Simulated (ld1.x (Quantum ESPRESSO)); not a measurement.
**Before and after: TM potential for Rh (Z = 45)**

* Element: Rh
* Generator: ld1.x (Quantum ESPRESSO) 7.5
* Type: norm-conserving Troullier–Martins (Kleinman–Bylander form)
* Functional: PBE
* Relativity: scalar-relativistic
* Frozen core: [Ar] 3d10
* Valence charge: 17
* Reference configuration: 4s2 4p6 4d7 5s0 5p0 (charge +2)
* Partial waves: 4s (bound): rc 1.65 bohr; 4p (bound): rc 1.20 bohr; 4d (bound): rc 1.70 bohr
* Local potential: the d channel
* Core correction: Bessel-smoothed model core inside 1.05 bohr

Change: local potential the s channel.

Cutoffs: the cutoffs (Ry, on a coarse ladder) from which the occupation-weighted sum of valence levels, in a spherical-Bessel basis at the reference potential, stays within 10 and 1 mRy of its value at 400 Ry; they do not see the model core or the augmentation charge, which bear on the density cutoff. Errors are all-electron minus pseudo energies relative to the spin-unpolarised reference configuration.

Problem. How do hardness, ghosts and transferability respond?

Solution. The potential gets neither clearly harder nor softer (110 Ry and 160 Ry → 110 Ry and 160 Ry); of the 7 tests that both files solve, the error grows in 7 and shrinks in 0 by more than 15 % and 0.3 meV (median size 607.4 → 1655.4 meV); the range in which the s phases agree narrows (upper end -2.5 → -3.7); the range in which the p phases agree narrows (upper end at the end of the scan → -1.6); neither file shows a bound ghost at the reference potential, the only one tested.

```csv
quantity,base,changed
"cutoff, loose",110 Ry,110 Ry
"cutoff, tight",160 Ry,160 Ry
bound ghosts,none,none
"error for 4s2 4p6 4d8 5s1 5p0, meV [ΔE -26.97 eV]",+607,+1655
"error for 4s2 4p6 4d8 5s0 5p0, meV [ΔE -19.51 eV]",+0.3,+30
"error for 4s2 4p6 4d6 5s0 5p0, meV [ΔE 32.50 eV]",-1.6,+43
"error for 4s2 4p6 4d7 5s1 5p0, meV [ΔE -15.84 eV]",+981,+2426
"error for 4s2 4p5 4d8 5s1 5p0, meV [ΔE 29.66 eV]",+1071,+2602
"error for 4s2 4p6 4d7 5s1 5p1, meV [ΔE -20.35 eV]",+848,+2410
"error for 4s2 4p6 4d9 5s0 5p0, meV [ΔE -27.88 eV]",-2.1,+77
s: phases at 1.84 bohr within 0.05 rad from the reference energy up to (Ry; the scan ends near 5),-2.5,-3.7
p: phases at 1.84 bohr within 0.05 rad from the reference energy up to (Ry; the scan ends near 5),to the end of the scan,-1.6
d: phases at 1.84 bohr within 0.05 rad from the reference energy up to (Ry; the scan ends near 5),4.7,0.6
```

Changed file: These tests converged, but a pseudo level misses the all-electron one widely, so the file describes the atom poorly there or has found another state: 4s2 4p6 4d8 5s1 5p0: 5s by 1.2 eV; 4s2 4p6 4d8 5s0 5p0: empty 5s by 2.1 eV; 4s2 4p6 4d6 5s0 5p0: empty 5s by 4.1 eV; 4s2 4p5 4d8 5s1 5p0: 5s by 2.1 eV; 4s2 4p6 4d7 5s1 5p1: 5s by 1.5 eV.
